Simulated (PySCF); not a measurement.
# Electric field gradients and quadrupole coupling constants

Compound: C4H11F3OSi2.
Geometry (GFN2-xTB, Å), atoms numbered from 1 in this order:
```
atom  x, y, z in Å
O1     1.089   -0.748    1.333
C2     1.830   -0.514    0.154
C3     0.894   -0.449   -1.048
C4    -0.216    0.570   -0.790
Si5    0.409    2.373   -0.808
Si6   -1.199    0.257    0.809
C7    -1.856   -1.582    0.783
F8    -2.433   -1.884   -0.400
F9    -2.805   -1.767    1.719
F10   -0.951   -2.574    0.993
H11    0.900   -1.690    1.409
H12    2.320    0.453    0.294
H13    2.599   -1.282    0.018
H14    1.469   -0.186   -1.938
H15    0.460   -1.440   -1.213
H16   -0.931    0.482   -1.615
H17    1.368    2.524   -1.908
H18   -0.735    3.259   -1.009
H19    1.058    2.713    0.458
H20   -0.789    0.563    2.171
H21   -2.490    0.941    0.589
```

Field gradients from the PBE0/pcSseg-1 density (PySCF, non-relativistic), principal values in atomic units, ordered |Vxx| ≤ |Vyy| ≤ |Vzz|:

```tsv
atom	Vxx	Vyy	Vzz
O1	-0.0203	-1.7067	1.7269
```

Q: Find the asymmetry η = (Vxx − Vyy)/Vzz and the couplings χ = eQV/h (234.96 MHz × Q in barn × V in au), with Q(17O) = −0.0256 b.

A: 
```csv
atom,environment,nucleus,η,χzz (MHz),χxx (MHz),χyy (MHz)
O1,alcohol oxygen,17O,0.98,-10.39,0.12,10.27
```

At O1 η is above 0.9: Vyy and Vzz are nearly equal in size and opposite in sign, so a small change could swap them and flip the sign of χzz. 

Q: What is Vzz at O1 in SI units (1 au = 9.71736 × 10²¹ V/m²)?

A: 1.7269 au = 16.781 × 10²¹ V/m².

Q: And the gradient at the other heavy atoms, for which no coupling is worked out here?

A: 
```json
{"atom": "C2", "environment": "carbinol carbon (C–OH)", "Vzz (au)": "0.393", "η": "0.13"}
{"atom": "C3", "environment": "chain CH2 carbon", "Vzz (au)": "0.077", "η": "0.63"}
{"atom": "C4", "environment": "sp3 carbon bound to silicon", "Vzz (au)": "-0.077", "η": "0.72"}
{"atom": "Si5", "environment": "SiH3 silicon", "Vzz (au)": "0.143", "η": "0.15"}
{"atom": "Si6", "environment": "SiH2 silicon", "Vzz (au)": "0.439", "η": "0.85"}
{"atom": "C7", "environment": "CF3 carbon", "Vzz (au)": "-0.574", "η": "0.07"}
{"atom": "F8", "environment": "fluorine of a CF3 group", "Vzz (au)": "2.819", "η": "0.05"}
{"atom": "F9", "environment": "fluorine of a CF3 group", "Vzz (au)": "2.829", "η": "0.05"}
{"atom": "F10", "environment": "fluorine of a CF3 group", "Vzz (au)": "2.772", "η": "0.03"}
```

Were the hydrogens deuterons (Q(2H) = 0.00286 b), χzz would run from 101 kHz (H21) to 303 kHz (H11).

The structure is a single GFN2-xTB conformer in the gas phase; no vibrational or solvent corrections. GFN2-xTB bond lengths can be off by several hundredths of an ångström, more for odd bonds, and the gradients follow them. The small basis limits the accuracy of the gradients.
